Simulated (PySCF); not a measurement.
CH9FN2Si2, SMILES CN[Si@@H](F)N[SiH3]. Atoms are numbered in the order given.

```xyz
15

C     -2.5967     0.5805    -0.6529
N     -1.9131    -0.4139     0.1531
Si    -0.2851    -0.3470     0.6867
F     -0.0042    -1.8493     1.2600
N      0.7150     0.0875    -0.6487
Si     2.1789     1.0434    -0.6926
H     -1.8537     1.2120    -1.1640
H     -3.2507     1.2528    -0.0648
H     -3.2190     0.1130    -1.4367
H     -2.5266    -1.0825     0.6092
H      0.0728     0.5642     1.8008
H      0.4527    -0.3649    -1.5244
H      3.3898     0.2210    -0.9897
H      2.0886     2.1010    -1.7433
H      2.3367     1.6802     0.6429
```
Charge 0, spin multiplicity 1.

Geometry: B3LYP-D3(BJ)/def2-SVP. The structure was generated by enumeration; whether it is a known compound was not checked. The values are those of a single conformer.

Calculation: PySCF with TDA-PBE0/def2-SVPD.

Vertical excitations. Isolated molecule, no solvent.

Computed lowest excited states:
```tsv
state	energy (eV)	λ (nm)	f	main pairs
S1	6.23	199	0.007	HOMO→LUMO 77 %, HOMO→LUMO+1 21 %
S2	6.66	186	0.016	HOMO→LUMO+1 64 %, HOMO→LUMO 16 %
S3	6.70	185	0.014	HOMO−1→LUMO 88 %
S4	6.93	179	0.033	HOMO→LUMO+3 56 %, HOMO→LUMO+2 25 %
S5	7.28	170	0.014	HOMO→LUMO+2 61 %, HOMO→LUMO+3 30 %
S6	7.53	165	0.009	HOMO→LUMO+5 50 %, HOMO→LUMO+4 39 %, HOMO→LUMO+2 8 %
T1	6.05	205	0	HOMO→LUMO 56 %, HOMO→LUMO+1 38 %
T2	6.35	195	0	HOMO−1→LUMO 81 %
```
Triplets are in the Tamm–Dancoff approximation.
